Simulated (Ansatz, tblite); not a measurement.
Removing and adding an electron: `COc1ccc(-c2cc3sc(-c4cc5sc(-c6cc7sc(-c8ccc(C(F)=C(F)F)cc8)cc7s6)cc5s4)cc3s2)cc1`. The state is a singlet with charge 0. Geometry: PBE-D4/def2-SVP. Ansatz, gas phase; energy differences of separate SCF runs; the oxidised species was run as a doublet alone; the reduced species was run as a doublet alone.

```xyz
60

C     4.472    8.176   11.611
O     4.087    8.651   10.335
C     3.713    7.745    9.393
C     3.674    6.350    9.590
C     3.274    5.511    8.543
C     2.897    6.017    7.278
C     2.480    5.137    6.189
C     2.229    5.462    4.856
C     1.841    4.331    4.097
S     1.406    4.053    2.435
C     1.153    2.328    2.740
C     0.739    1.449    1.675
C     0.532    0.068    1.737
C     0.123   -0.456    0.489
S    -0.289   -2.039   -0.107
C    -0.602   -1.400   -1.728
C    -1.027   -2.275   -2.791
C    -1.350   -1.928   -4.107
C    -1.735   -3.057   -4.866
S    -2.254   -3.320   -6.505
C    -2.440   -5.059   -6.224
C    -2.904   -5.926   -7.300
C    -3.116   -7.312   -7.088
C    -3.575   -8.141   -8.110
C    -3.848   -7.628   -9.403
C    -4.338   -8.549  -10.424
F    -4.502   -9.837  -10.034
C    -4.661   -8.297  -11.719
F    -5.105   -9.221  -12.552
F    -4.571   -7.107  -12.298
C    -3.633   -6.245   -9.626
C    -3.173   -5.424   -8.599
C    -2.108   -5.401   -4.912
C    -1.713   -4.275   -4.152
S    -1.201   -4.013   -2.509
C    -0.392   -0.018   -1.790
C     0.014    0.505   -0.541
S     0.423    2.089    0.055
C     1.401    1.997    4.076
C     1.788    3.128    4.832
S     2.220    3.412    6.494
C     2.940    7.426    7.105
C     3.341    8.272    8.135
H     5.357    7.502   11.553
H     3.644    7.632   12.119
H     4.737    9.066   12.211
H     3.958    5.904   10.552
H     3.264    4.423    8.717
H     2.339    6.476    4.451
H     0.676   -0.522    2.651
H    -1.310   -0.898   -4.484
H    -2.923   -7.751   -6.099
H    -3.733   -9.210   -7.914
H    -3.828   -5.805  -10.612
H    -3.017   -4.354   -8.810
H    -2.153   -6.427   -4.526
H    -0.530    0.570   -2.705
H     1.298    0.979    4.471
H     2.643    7.869    6.144
H     3.371    9.363    7.998
```

The xTB rows come from tblite. Single mean-field runs in def2-TZVP are fitted with def2-universal-jkfit.

```csv
level,−HOMO (eV),vertical IE (eV),−LUMO (eV),vertical EA (eV),HOMO–LUMO gap (eV),IE − EA (eV)
GFN1-xTB,10.30,11.64,8.88,7.57,1.42,4.07
GFN2-xTB,9.79,11.08,8.40,7.14,1.39,3.94
PBE-D4/def2-TZVP,4.45,5.72,2.97,1.81,1.49,3.91
PBE0-D4/def2-TZVP,5.14,6.01,2.47,1.69,2.67,4.32
```

 Raw xTB energy differences between charge states are shifted by several eV; the methods need an empirical correction for them. Sets without diffuse functions give affinities that are too small.
